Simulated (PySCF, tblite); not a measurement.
Isomers of [C9H8]+ (charge +1 and doublet state), one GFN2-xTB conformer each. Single-point energies are computed at B3LYP/pcH-1 (PySCF, gas phase, no added dispersion term), electronic only. GFN2-xTB treats the open shell by occupation alone, and not every SCF solution was tested for stability.

Question: Rank them by B3LYP/pcH-1 energy, lowest first (kJ/mol).
A. `[CH2+:1][CH:2][C:3]#[C:4][C:5]#[C:6][CH:7]1[CH2:8][CH2:9]1` (charge +1 and doublet state) with H–C1–C2–C3 180° and 0°
B. `[CH+]=[C]c1cccc(C)c1` [radical]

Answer: B (0.0), A (214.0).

As drawn, the higher has a three-membered ring, which the lower lacks. GFN2-xTB itself gives, in the same order: 0.0, 193.0. Both levels put the same isomer lowest.

Q: What happens when harmonic zero-point energies from GFN2-xTB frequencies are added?

A: 
```
               SMILES  ZPE (kJ/mol)  electronic (kJ/mol)  with ZPE (kJ/mol)
 [CH+]=[C]c1cccc(C)c1         342.3                  0.0                0.0
[CH2+][CH]C#CC#CC1CC1         338.5                214.0              210.1
```

The zero-point energies span 3.8 kJ/mol. The order is unchanged.
